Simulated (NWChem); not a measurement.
A series in which one site is exchanged, each optimised at PBE0/def2-SVP with NWChem, gas phase unless a solvent is named. This build's default masses of Se (78.918 u) and Br (79.917 u) are each other's, which moves their modes by up to 0.6 %. Some are not confirmed as minima by frequencies. def2 effective core potentials on I; no spin-orbit coupling.

A: [SiH3][Se]Cl (SiH3SeCl; site = Cl)
B: [SiH3][Se]I (SiH₃SeI; site = I)
C: [SiH3][SeH] (SiH4Se; site = H)
D: [SiH3][Se]Br (SiH₃SeBr; site = Br)

| quantity | A | B | C | D |
|---|---|---|---|---|
| orbital gap (eV), PBE0/def2-SVP | 4.55 | 3.84 | ___ | 4.26 |
| vertical ionisation energy, ΔSCF, B3LYP/def2-SVP (eV) | 9.13 | 8.70 | ___ | 8.97 |
| static polarisability, B3LYP/def2-SVPD (bohr³) | 72.8 | 94.8 | ___ | 80.9 |

Question: Fill in the missing entries.

Answer: 
- orbital gap (eV), PBE0/def2-SVP, C: 7.19
- vertical ionisation energy, ΔSCF, B3LYP/def2-SVP (eV), C: 9.37
- static polarisability, B3LYP/def2-SVPD (bohr³), C: 59.4
